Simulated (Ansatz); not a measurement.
`C=C=[C]([AlH2])[SiH3]` → `CC1=C[SiH]1[AlH2]`  (isomerisation)

Program: Ansatz. Geometries: PBE0-D4/def2-TZVP. ΔE: electronic, gas phase. CCSD(T)/CBS adds triple-zeta CCSD(T) − MP2 to the extrapolated MP2 energy (def2 sets, frozen cores). Functionals use def2-TZVPP. B3LYP here is the variant with VWN-RPA as its local correlation; programs differ in this.

Is it downhill or uphill in electronic energy at CCSD(T)/CBS, and by how much? (Estimate.)

Computed: Uphill: ΔE = +0.42 eV.

What do these levels give: B3LYP-D4, ωB97M-V, r2SCAN, CCSD(T)/def2-TZVPP, MP2/def2-QZVPP, HF/CBS(def2)? (Best estimate.)

Ansatz gave: B3LYP-D4 0.59, ωB97M-V 0.49, r2SCAN 0.42, CCSD(T)/def2-TZVPP 0.44, MP2/def2-QZVPP 0.43, HF/CBS(def2) 0.75 eV.

Largest T1 diagnostic among the species: 0.014.

In def2-TZVPP, CCSD(T) changes the Hartree–Fock value by −0.30 eV (the triples alone add −0.02 eV) and MP2 by −0.30 eV.
